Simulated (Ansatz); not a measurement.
Input file for Ansatz (a first-principles code): R-PBE0/def2-TZVPP on CH6GaNO (SMILES [CH3][Ga]([NH2])[OH]), a point of a torsion scan.

Ansatz 0.2 input:
```yaml
crystal:
  periodic: [false, false, false]
  atoms:
    - {symbol: C, position_ang: [-1.36663534, -0.93623231, 0.19283897]}
    - {symbol: Ga, position_ang: [0.05349325, 0.45897483, -0.19747636]}
    - {symbol: N, position_ang: [-0.16889743, 2.05859742, -1.06894872]}
    - {symbol: O, position_ang: [1.68557800, 0.34057043, 0.39353348]}
    - {symbol: H, position_ang: [-1.51601212, -1.01588686, 1.27032734]}
    - {symbol: H, position_ang: [-1.04823831, -1.90923936, -0.18227263]}
    - {symbol: H, position_ang: [-2.30979550, -0.66402829, -0.27501212]}
    - {symbol: H, position_ang: [-0.87164400, 2.18124407, -1.78743144]}
    - {symbol: H, position_ang: [0.67795899, 2.54198477, -1.34812500]}
    - {symbol: H, position_ang: [2.13316002, -0.28523756, 0.95575903]}
basis:
  gaussian:
    orbitals: def2-TZVPP
hamiltonian:
  xc: {name: PBE0}
scf: {lower_state_search: off}
```

The head of its log:

```
WARN ansatz: RAYON_NUM_THREADS=1 ignored (pool sized by the plan → 1); use --threads N
Functional definition: PBE0
these checks for a lower state are left out or cut short: stability, starts, cluster_reference, orbital_swaps, neighbouring_geometries, increment
integrals: 0.14 GiB planned
1253 factors; their error is unknown
mean field: 1.23 GiB planned
mean field evaluation 1: about -57024.7625 eV, gradient 9.6e1 eV
mean field evaluation 2: about -57001.4870 eV, gradient 1.4e2 eV
```

Q: Predict the final total energy.

A: -2096.2302 hartree.
